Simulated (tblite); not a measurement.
Compound: C₅H₁₄P₂.
Numbering: `[CH3:1][P:2]([PH2:3])[C:4]([CH3:5])([CH3:6])[CH3:7]` (hydrogens: H8, H9, H10 on C1; H11, H12 on P3; H13, H14, H15 on C5; H16, H17, H18 on C6; H19, H20, H21 on C7)

Computed with GFN2-xTB (tblite), gas phase: L-BFGS steps from a force-field or distance-geometry start until the largest atomic force falls under 0.01 eV/Å.

Step 13: E = -622.4614 eV
```
atom  x, y, z in Å  |  force x, y, z in eV/Å
C1      1.2848    2.0956    0.1153   -0.136  -0.105  -0.018
P2      0.9673    0.5639   -0.8915    0.043   0.071   0.133
P3      2.7649   -0.5188   -0.3279    0.043  -0.064  -0.120
C4     -0.5972   -0.2389   -0.0826    0.193   0.020  -0.156
C5     -0.2806   -1.6873    0.2700    0.060  -0.061   0.036
C6     -1.1859    0.4900    1.1230    0.071  -0.070  -0.087
C7     -1.6228   -0.2085   -1.2151   -0.168   0.011  -0.084
H8      0.8860    1.9844    1.1239    0.165   0.159  -0.086
H9      0.7862    2.9165   -0.4037    0.068   0.042   0.215
H10     2.3635    2.2820    0.1513   -0.262  -0.028  -0.061
H11     2.5148   -1.4308   -1.3458    0.181  -0.079   0.007
H12     2.4191   -1.4474    0.6481   -0.111   0.115   0.021
H13     0.3532   -1.7413    1.1512   -0.040   0.012   0.178
H14    -1.1900   -2.2473    0.4691   -0.104  -0.007   0.023
H15     0.2557   -2.1792   -0.5405   -0.121  -0.019  -0.110
H16    -2.1184   -0.0120    1.3893    0.076   0.088   0.079
H17    -0.5230    0.4625    1.9878   -0.016  -0.030  -0.048
H18    -1.4125    1.5269    0.8792   -0.016  -0.047   0.020
H19    -1.3045   -0.8026   -2.0678    0.129  -0.023   0.008
H20    -2.5772   -0.5972   -0.8732   -0.111  -0.115   0.067
H21    -1.7924    0.8065   -1.5606    0.054   0.132  -0.016
```

Step 14: E = -622.4739 eV
```
atom  x, y, z in Å  |  force x, y, z in eV/Å
C1      1.2812    2.0883    0.1119   -0.113   0.027   0.047
P2      0.9624    0.5683   -0.8966    0.114  -0.052   0.054
P3      2.7629   -0.5145   -0.3308    0.028   0.015  -0.006
C4     -0.5905   -0.2378   -0.0872   -0.042  -0.104  -0.022
C5     -0.2861   -1.6901    0.2721    0.070  -0.055   0.026
C6     -1.1811    0.4878    1.1219    0.053  -0.034  -0.053
C7     -1.6225   -0.2097   -1.2172   -0.119   0.020  -0.066
H8      0.8923    1.9796    1.1223    0.123   0.122  -0.014
H9      0.7878    2.9189   -0.3927    0.010   0.065   0.153
H10     2.3572    2.2757    0.1446   -0.156  -0.028  -0.063
H11     2.5226   -1.4182   -1.3528    0.140  -0.169  -0.001
H12     2.4105   -1.4309    0.6607   -0.091   0.129  -0.096
H13     0.3466   -1.7470    1.1556   -0.057   0.016   0.129
H14    -1.1999   -2.2470    0.4727   -0.046   0.065   0.003
H15     0.2454   -2.1872   -0.5384   -0.100  -0.026  -0.097
H16    -2.1162   -0.0122    1.3964    0.183   0.116   0.020
H17    -0.5135    0.4625    1.9854   -0.055  -0.035  -0.086
H18    -1.4074    1.5259    0.8782   -0.020  -0.074   0.034
H19    -1.2957   -0.8009   -2.0695    0.085  -0.018   0.012
H20    -2.5784   -0.6026   -0.8766   -0.022  -0.069   0.038
H21    -1.7866    0.8079   -1.5606    0.016   0.090  -0.012
```

Q: Estimate the geometry and energy of step 15. (The exact step hangs on the optimiser's Hessian estimate; all steps are aligned on step 14, rigid shifts and turns removed.)

A: E = -622.4825 eV, largest force 0.234 eV/Å
```
atom  x, y, z in Å  |  force x, y, z in eV/Å
C1      1.2770    2.0839    0.1102   -0.074   0.099   0.070
P2      0.9613    0.5701   -0.8985    0.106  -0.121  -0.025
P3      2.7627   -0.5116   -0.3330    0.032   0.054   0.046
C4     -0.5868   -0.2388   -0.0911   -0.172  -0.149   0.055
C5     -0.2884   -1.6929    0.2740    0.037  -0.037   0.008
C6     -1.1767    0.4858    1.1197    0.039  -0.001  -0.026
C7     -1.6243   -0.2100   -1.2197   -0.037   0.013  -0.029
H8      0.8985    1.9792    1.1215    0.065   0.080   0.084
H9      0.7889    2.9218   -0.3829   -0.053   0.091   0.085
H10     2.3501    2.2714    0.1393   -0.036  -0.019  -0.065
H11     2.5302   -1.4138   -1.3565    0.113  -0.199   0.005
H12     2.4033   -1.4184    0.6664   -0.079   0.119  -0.141
H13     0.3414   -1.7502    1.1612   -0.069   0.012   0.063
H14    -1.2068   -2.2455    0.4750   -0.002   0.098  -0.006
H15     0.2371   -2.1927   -0.5391   -0.075  -0.033  -0.059
H16    -2.1120   -0.0103    1.4014    0.190   0.091  -0.014
H17    -0.5085    0.4617    1.9826   -0.037  -0.036  -0.086
H18    -1.4048    1.5240    0.8782   -0.011  -0.065   0.023
H19    -1.2886   -0.8002   -2.0703    0.033  -0.002   0.013
H20    -2.5801   -0.6074   -0.8778    0.045  -0.022   0.000
H21    -1.7827    0.8107   -1.5610   -0.014   0.027  -0.002
```

The energy changes by -0.0086 eV. The first-order estimate −F·Δx gives -0.0117 eV and the mean of the old and new forces, exact on a quadratic surface, -0.0086 eV. The step makes an angle of 56° with the force vector and moves no atom by more than 0.015 Å.

The cost below is that of the whole relaxation. Time: 2.6 s of wall time. Hardware: Intel Xeon Platinum 8488C, one thread, no GPU, shared host with 192 logical CPUs at a one-minute load of 113.
